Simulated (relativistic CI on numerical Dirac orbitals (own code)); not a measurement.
# Forbidden transitions in Mo10+

Method of calculation: Dirac-Coulomb-Breit CI, orbitals from a KLI potential per configuration, model QED (radiative potential, 1s self-energy scaled to tabulated hydrogen-like ionisation energies), unscaled Slater integrals (own radial code, finite nucleus).

CI space (outside the closed core [Ar] 3d10): 4s²4p², 4s4p³, 4p⁴, 4s²4p4d, 4s4p²4d, 4s²4p4f, 4s4p²4f, 4p³4d, 4s²4p5s, 4s4p4d², 4s²4p5p, 4s²4d4f, 4p³5s, 4p³4f, 4s4p²5s, 4s²4p5d, 4s4p4d5s, 4s4p²5p, 4s²4f5s, 4s²4p6s, 4s²4p5f, 4s²4p6p, 4s²4p5g, 4s4p²5d, 4s²4p6d, 4p²4d4f, 4s4p5s², 4s²4d², 4s4d³, 4s4d²4f, 4p²4d², 4p4d³, 4p4d²4f, 4p4d²5s, 4s²4f², 4s4d4f², 4s4f³, 4s²4d5s, 4s4d²5s, 4s4d4f5s, 4p²4f², 4p4d4f², 4p4f³, 4p4f²5s, 4s4p4d4f, 4s²5s², 4s4d5s², 4s4f5s², 4p²4d5s, 4p4d4f5s, 4p4d5s², 4s4p4f5s, 4s4f²5s. Double excitations out of closed p, d and f shells are left out; levels of such configurations are missing from the list, as are those of other unlisted configurations, and high levels can miss mixing partners. These lack a partner that the ground configuration has and come out too high: 4s4p²5p, 4s4p²5d, 4s²4p5p, 4s²4p5d, 4s²4p6s.

| λ vac (nm) | Lower | Upper | Type | A (s⁻¹) | E lower (cm⁻¹) | E upper (cm⁻¹) |
| --- | --- | --- | --- | --- | --- | --- |
| 28.274 | 4s²4p² ¹D2 [4] | 4s²4p4d ³F°4 [18] | M2 | 6.11e+01 | 54662 | 408349 |
| 47.002 | 4s4p³ ⁵S°2 [6] | 4s²4p4d ³F°4 [18] | E2 | 4.25e+01 | 195592 | 408349 |
| 62.936 | 4s4p³ ³D°2 [8] | 4s²4p4d ³F°4 [18] | E2 | 5.36e+01 | 249456 | 408349 |
| 65.683 | 4s4p³ ³D°3 [9] | 4s²4p4d ³F°4 [18] | M1 | 1.45e+01 | 256102 | 408349 |
| 83.800 | 4s4p³ ³P°2 [12] | 4s²4p4d ³F°4 [18] | E2 | 6.40e+01 | 289017 | 408349 |
| 143.50 | 4s²4p² ³P1 [2] | 4s²4p² ¹S0 [5] | M1 | 1.69e+03 | 16989 | 86677 |
| 265.44 | 4s²4p² ³P1 [2] | 4s²4p² ¹D2 [4] | M1 | 2.06e+02 | 16989 | 54662 |
| 359.48 | 4s²4p² ³P2 [3] | 4s²4p² ¹D2 [4] | M1 | 1.78e+02 | 26844 | 54662 |
| 372.53 | 4s²4p² ³P0 [1] | 4s²4p² ³P2 [3] | E2 | 2.44e-01 | 0 | 26844 |
| 588.63 | 4s²4p² ³P0 [1] | 4s²4p² ³P1 [2] | M1 | 7.98e+01 | 0 | 16989 |
| 617.88 | 4s²4p4d ³F°3 [17] | 4s²4p4d ³F°4 [18] | M1 | 8.30e+01 | 392164 | 408349 |
| 1014.7 | 4s²4p² ³P1 [2] | 4s²4p² ³P2 [3] | M1 | 9.21e+00 | 16989 | 26844 |

Terms are leading LS components. Brackets give the number of a level in order of energy, since labels repeat. The list gives strong lines, with weight on those to low levels, among the lowest 400 of 4097 levels, so that lines to higher ones, which can be the strongest, are missing. Levels whose partners in the same complex of configurations lie outside the list can be far off, and so can their lines. Rates are taken at the computed energies, electric ones in the length gauge.

At this charge energies of transitions that change n are usually good to better than 1 %, and those within a shell (Δn = 0) to a few per cent.

(1) From the table, what is the radiative lifetime of 4s²4p4d ³F°4?

Answers

(1) The listed rates from this level add up to about 3.19e+02 s⁻¹, 97 % of its decay; with all channels τ = 3.05e-03 s.

LS names give the leading component of a level, which can be under half, so a name can repeat, a term be missing and a line seem to break the LS rules.
